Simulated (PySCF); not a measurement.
Vertical excitations of a molecule C4H11NSi from PySCF with TDA-PBE/def2-SVPD, as energy in eV (oscillator strength): 4.67 (0.006), 5.45 (0.016), 5.72 (0.018), 6.06 (0.021), 6.18 (0.189), 6.28 (0.008). Lowest triplet (TDA): 3.99 eV. Coordinates come from a B3LYP-D3(BJ)/def2-SVP optimisation. One conformer was computed; it need not be the lowest.

Which structure fits?
A. CN[SiH]1CCC1
B. C/C=C(\C)[SiH2]N
C. C/C(=C/[SiH3])CN
D. CC(C)=NC[SiH3]

C, C/C(=C/[SiH3])CN
